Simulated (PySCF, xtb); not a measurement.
iminoborane (BH₂N), SMILES B=N.

xtb with GFN2-xTB at its own geometry gives an orbital gap of 7.22 eV and a dipole moment of 0.04 D.

Coordinates come from a B3LYP-D3(BJ)/def2-TZVPD optimisation.

Task: What does PBE/def2-TZVPD (PySCF) give? (An estimate is asked for; the answer gives what the named calculation found.)

Result: gap 6.93 eV (levels -7.26 and -0.33 eV), dipole 0.09 D.
